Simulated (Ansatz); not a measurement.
Reaction (substitution at a C–N bond): `CN[CH2][GeH3]` + H–F → `F[CH2][GeH3]` + CH₃NH₂

Isolated molecules relaxed with PBE0-D4/def2-TZVP in Ansatz; ΔE leaves out vibrations. CBS: MP2 limit from def2 TZ/QZ plus the TZ coupled-cluster correction, frozen cores. This one scheme is used for every species. Functionals use def2-TZVPP. For Ge outer-core shells are correlated without core-valence functions, which leaves a few kJ/mol of doubt a bond. Scalar relativity is left out up to krypton. One conformer a species, not always the lowest.

`CN[CH2][GeH3]`:

Cartesian coordinates in Å:
```
C -0.635 -1.188 1.551
N 0.213 -0.294 0.791
C -0.302 -0.006 -0.529
Ge 0.911 1.193 -1.501
H -0.650 -2.170 1.070
H -1.679 -0.844 1.637
H -0.229 -1.318 2.556
H 0.353 0.566 1.306
H -0.361 -0.940 -1.098
H -1.320 0.423 -0.529
H 2.240 0.487 -1.811
H 1.199 2.430 -0.627
H 0.260 1.660 -2.816
```

H–F:

```xyz
2

F     0.081   -0.448    0.068
H    -0.081    0.448   -0.068
```

`F[CH2][GeH3]`:

```xyz
8

F    -1.646   -0.218   -1.051
C    -0.592    0.566   -0.610
Ge    0.589   -0.481    0.578
H    -1.004    1.430   -0.081
H    -0.041    0.925   -1.483
H     1.156   -1.684   -0.189
H     1.741    0.430    1.037
H    -0.205   -0.966    1.799
```

CH₃NH₂:

```xyz
7

C     0.361   -0.193   -0.394
N    -0.418    0.587    0.552
H     0.112   -1.263   -0.440
H     1.422   -0.108   -0.147
H     0.233    0.222   -1.397
H    -0.305    0.226    1.491
H    -1.405    0.530    0.335
```

```tsv
level	ΔE (kcal/mol)
ωB97M-V	7.1
r2SCAN	6.2
```

(1) What does CCSD(T)/CBS give? (Best estimate.)

Largest T1 diagnostic among the species: 0.011.

Results:

(1) The calculation gave: +10.0 kcal/mol. The listed levels differ from it by -2.9, -3.8 kcal/mol.

The D4 term adds +2.3 kcal/mol with B3LYP and +1.3 kcal/mol with PBE0; it sums over pairs of atoms, weighted by their polarisabilities, and B3LYP, whose exchange is more repulsive, gets the larger term. From PBE to PBE0 (25 % exact exchange), in def2-TZVPP and without D4, ΔE moves by +1.1 kcal/mol.

B3LYP here is the variant with VWN-RPA as its local correlation; programs differ in this.
